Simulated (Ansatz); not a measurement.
Geometry optimisation, UKS PBE/def2-SVP in Ansatz 0.2.0.

Input:

```yaml
crystal:
  periodic: [false, false, false]
  atoms:
    - { symbol: Ge, position_ang: [0.0, 0.0, 0.0] }
    - { symbol: Cl, position_ang: [0.0, 0.0, 2.47] }
    - { symbol: F, position_ang: [1.5842, 0.0, -0.5594] }
    - { symbol: Cl, position_ang: [-1.0456, 1.8115, -0.7393] }
    - { symbol: F, position_ang: [-0.7913, -1.3709, -0.5594] }
    - { symbol: "N", position_ang: [0.0, 0.0, 4.5] }
    - { symbol: H, position_ang: [-0.496, -0.7725, 5.03] }
    - { symbol: H, position_ang: [0.496, 0.7725, 5.03] }
magnetization:
  spin_polarized: true
  initial_magnetization: 1
basis:
  gaussian: { orbitals: def2-SVP }
hamiltonian:
  xc: pbe
relax:
  f_tol: 0.15
  max_steps: 25
  restrain:
    - { distance: [1, 5], at: 2.93, k: 30.0 }
    - { distance: [0, 1], at: 2.22, k: 30.0 }
output:
  orbitals: {}
```

Launched with:

```bash
$ ansatz run input.yaml --threads 4 --pin off --max-ram 5120MiB --backend cpu --events-out ev --progress --plain --runs-dir out
```

Problem. Where does it end, and by what steps?

Solution. It converged. The restraints hold the end off the free minimum; the threshold counts their pulls, which the force column leaves out. Restrained pairs: Cl2–N6 (2.03 → 2.93 Å), Ge1–Cl2 (2.47 → 2.19 Å). After 6 steps the energy has fallen by 1.407 eV (the restraints' own energy left out); H7 moved furthest, 0.56 Å.

| step | energy less start (eV) | largest force component (eV/Å) | accepted |
| --- | --- | --- | --- |
| 0 | 0.0000 | 3.371 | yes |
| 1 | -0.7009 | 1.833 | yes |
| 2 | -0.7214 | 3.251 | yes |
| 3 | -0.9324 | 2.677 | yes |
| 4 | -1.2890 | 1.180 | yes |
| 5 | -1.3957 | 0.909 | yes |
| 6 | -1.4069 | 0.923 | yes |

```xyz
8
Properties=species:S:1:pos:R:3
Ge -0.025 0.050 -0.209
Cl 0.029 -0.017 1.978
F 1.590 0.013 -0.846
Cl -1.029 1.776 -0.973
F -0.805 -1.371 -0.829
N 0.028 -0.031 4.909
H -0.458 -0.663 5.582
H 0.417 0.685 5.561
```

Run time: 23 s on 4 threads of Arm Neoverse V1 (shared host), peak memory 0.23 GiB.
